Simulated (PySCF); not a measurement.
F₃S, SMILES F[S](F)F, multiplicity 2.

Coordinates come from a PBE0-D3(BJ)/def2-TZVP optimisation. A frequency run showed that this geometry is not a minimum. The isomer is the one that the SMILES or the coordinates give; other isomers of the formula were not compared.

All values below come from TDA-CAM-B3LYP/def2-SVPD in PySCF.

Vertical excitations. 

```tsv
state	energy (eV)	λ (nm)	f	main pairs
root 1	3.00	413	0.008	β HOMO→LUMO 97 %
root 2	4.92	252	0.000	β HOMO−1→LUMO 99 %
root 3	4.99	248	0.005	α HOMO→LUMO 93 %
root 4	5.61	221	0.000	β HOMO−4→LUMO 99 %
root 5	5.84	212	0.044	β HOMO−2→LUMO 94 %
root 6	6.04	205	0.003	β HOMO−3→LUMO 92 %
root 7	6.42	193	0.000	α HOMO−1→LUMO 43 %, β HOMO→LUMO+1 48 %
root 8	7.35	169	0.000	β HOMO−5→LUMO 97 %
root 9	7.60	163	0.048	α HOMO−1→LUMO 51 %, β HOMO→LUMO+1 41 %
root 10	7.77	160	0.000	α HOMO→LUMO+2 71 %, α HOMO→LUMO+5 25 %
```
Unrestricted roots are not spin-pure.
